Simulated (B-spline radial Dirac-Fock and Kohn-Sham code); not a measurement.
## L-shell conversion coefficients of Ba against transition energy

The computed values come from an atomic code on a B-spline grid: a Dirac-Hartree-Slater potential of the neutral atom with a Latter tail (no hole, which puts coefficients of high multipoles low close above an edge), finite nucleus with surface currents. Subshells within 1 keV of threshold and pair formation are left out.

| energy (keV) | E1 | E4 | M1 | M2 | M3 | M4 |
| --- | --- | --- | --- | --- | --- | --- |
| 14.5 | 6.39 | 9.69e+07 | 34.0 | 8610 | 2.27e+06 | 2.62e+08 |
| 16.1 | 4.78 | 4.97e+07 | 24.9 | 5260 | 1.16e+06 | 1.20e+08 |
| 17.5 | 3.78 | 2.90e+07 | 19.4 | 3560 | 679000 | 6.49e+07 |
| 20 | 2.60 | 1.22e+07 | 13.0 | 1910 | 291000 | 2.43e+07 |
| 20.3 | 2.50 | 1.10e+07 | 12.5 | 1780 | 265000 | 2.18e+07 |
| 23.1 | 1.74 | 4.71e+06 | 8.48 | 982 | 118000 | 8.48e+06 |
| 29.6 | 0.862 | 907000 | 4.06 | 317 | 25600 | 1.42e+06 |
| 36.2 | 0.487 | 235000 | 2.23 | 128 | 7600 | 340000 |
| 37.9 | 0.427 | 173000 | 1.95 | 105 | 5780 | 246000 |
| 50 | 0.194 | 26800 | 0.862 | 31.0 | 1140 | 36200 |
| 80 | 0.0506 | 1140 | 0.218 | 4.22 | 83.1 | 1580 |
| 86.9 | 0.0399 | 655 | 0.172 | 3.00 | 53.3 | 924 |
| 93 | 0.0329 | 417 | 0.141 | 2.27 | 37.2 | 599 |
| 100 | 0.0267 | 258 | 0.115 | 1.69 | 25.4 | 378 |
| 175 | 0.00548 | 6.81 | 0.0237 | 0.192 | 1.54 | 12.9 |
| 200 | 0.00378 | 2.95 | 0.0164 | 0.117 | 0.823 | 6.01 |
| 202 | 0.00368 | 2.77 | 0.0160 | 0.113 | 0.786 | 5.68 |
| 330 | 0.000991 | 0.153 | 0.00428 | 0.0202 | 0.0899 | 0.413 |
| 454 | 0.000448 | 0.0286 | 0.00188 | 0.00714 | 0.0248 | 0.0879 |
| 465 | 0.000423 | 0.0254 | 0.00177 | 0.00662 | 0.0226 | 0.0787 |
| 500 | 0.000356 | 0.0179 | 0.00147 | 0.00527 | 0.0172 | 0.0565 |
| 548 | 0.000288 | 0.0117 | 0.00117 | 0.00398 | 0.0122 | 0.0375 |
| 644 | 0.000201 | 0.00575 | 0.000783 | 0.00245 | 0.00680 | 0.0188 |
| 808 | 0.000124 | 0.00234 | 0.000452 | 0.00128 | 0.00312 | 0.00750 |
| 1000 | 8.14e-05 | 0.00110 | 0.000273 | 0.000709 | 0.00157 | 0.00336 |
| 1710 | 3.13e-05 | 0.000229 | 8.09e-05 | 0.000180 | 0.000328 | 0.000567 |
| 1880 | 2.68e-05 | 0.000179 | 6.58e-05 | 0.000143 | 0.000254 | 0.000427 |
| 2000 | 2.43e-05 | 0.000154 | 5.76e-05 | 0.000123 | 0.000216 | 0.000356 |
| 2140 | 2.18e-05 | 0.000131 | 4.99e-05 | 0.000105 | 0.000181 | 0.000293 |

Question: How fast do they fall between 1880 and 2140 keV?

Answer: As powers of the energy: E1 E^-1.59, E4 E^-2.45, M1 E^-2.14, M2 E^-2.36, M3 E^-2.61, M4 E^-2.89. Within one type (E or M) the higher multipoles fall faster.
